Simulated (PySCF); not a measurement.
Computed with PBE-D3(BJ)/def2-TZVP // B3LYP-D3(BJ)/def2-TZVP run with PySCF. Gas-phase values, no solvent. One relaxed conformer stands for a flexible species; it need not be the lowest. Delta-SCF ions had no search for a lower state. Excitations are Tamm–Dancoff values on a coarser integration grid. The basis has no diffuse functions, so Rydberg states are missing or too high.

Reference species (SMILES): `N=C=[SiH]N` (neutral, multiplicity 1).

```
Property                                  Result
--------------------------------------  --------
vertical ionisation energy (Delta-SCF)   7.62 eV
T1 excitation (TDA)                      1.72 eV
HOMO                                    -4.71 eV
```

Changed species: `N#C[SiH2]N`.

Q: Give the shifts of the vertical ionisation energy (Delta-SCF), T1 excitation (TDA) and HOMO.

A: the vertical ionisation energy (Delta-SCF) rises by 2.70 eV, to 10.32 eV; the T1 excitation (TDA) increases by 3.27 eV, to 4.99 eV; the HOMO falls by 2.16 eV, to -6.87 eV.
